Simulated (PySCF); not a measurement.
Molecule: `InChI=1S/C2H7NOSi/c1-2(4)3-5/h1,5H3,(H,3,4)`.

Bonds (- single, = double, # triple, : aromatic): C1-C2, C2=O3, C2-N4, N4-Si5. C1 carries H6, H7, H8; N4 carries H9; Si5 carries H10, H11, H12.

Frames of a GFN2-xTB Langevin trajectory at 300 K; GIAO PBE0/pcSseg-1 shieldings in PySCF 2.14, gas phase, non-relativistic; equivalent atoms averaged within each frame.

Shifts are taken against calculated references (same method and geometry level): $^{13}$C (σ = 186.93 ppm) and $^{29}$Si (σ = 349.16 ppm) and $^{1}$H (σ = 31.72 ppm) vs TMS; $^{17}$O (σ = 336.08 ppm) against H2O; $^{15}$N (σ = 267.73 ppm) against NH3. The references are static minima.

Q: How do the shifts (ppm) fluctuate along the trajectory?

A: 
```csv
time (fs),C2,C1,O3,N4,Si5,H10/H11/H12,H9,H6/H7/H8
optimised geometry,178.5,23.8,455.7,116.0,-70.5,4.48,4.41,2.06
250,182.0,25.6,483.8,106.4,-64.5,4.63,3.81,1.92
425,176.3,25.8,449.1,114.9,-63.4,4.23,4.46,1.94
625,177.5,27.6,464.2,104.0,-50.8,5.30,4.50,2.06
800,169.3,31.4,435.1,101.3,-59.7,5.07,4.08,2.79
1000,176.5,21.3,433.6,115.7,-70.5,4.05,4.13,2.41
mean of frames,176.3,26.3,453.1,108.5,-61.8,4.66,4.20,2.22
standard deviation,4.6,3.6,21.1,6.5,7.3,0.53,0.29,0.37
```

5 frames give an uncertainty of the mean of about the standard deviation over 2.2 at best, since frames this close in time may not be independent; classical motion lacks zero-point vibration, and the reference would need the same averaging.
